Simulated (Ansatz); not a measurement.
# Relaxing a trial structure of OPSSi−

The starting geometry of this gas-phase singlet was optimised with GFN2-xTB.

```csv
atom,x (Å),y (Å),z (Å)
O,0.7801,-1.2315,-0.1710
P,1.3892,0.2992,0.4592
S,0.1690,1.6479,-0.3544
Si,-0.2168,-1.0354,1.1414
```

Predict what it relaxes into with PBE0-D3(BJ)/def2-SVPD.

A new bond forms, giving a structure given below by its coordinates. Contacts that close: S3–Si4 (3.10 → 2.33 Å).

The energy falls by 0.50 eV over 10 steps:

```csv
step,E − E(last) (eV)
1,0.501
2,0.377
3,0.209
4,0.062
5,0.028
6,0.001
7,0.000
8,0.000
9,0.000
10,0.000
```

Final geometry (Å):

```yaml
atoms:
  - { symbol: O, position_ang: [0.8831, -1.2416, -0.2129] }
  - { symbol: P, position_ang: [1.6312, 0.1711, 0.4783] }
  - { symbol: S, position_ang: [-0.0703, 1.3729, -0.1827] }
  - { symbol: Si, position_ang: [-0.3226, -0.6223, 0.9925] }
```

Frequencies at the end are all real (lowest 253 cm⁻¹). Run with Ansatz 0.2.0, 86 s on 1 thread of Intel(R) Xeon(R) Processor @ 2.50GHz (Skylake/Cascade Lake) (shared host).
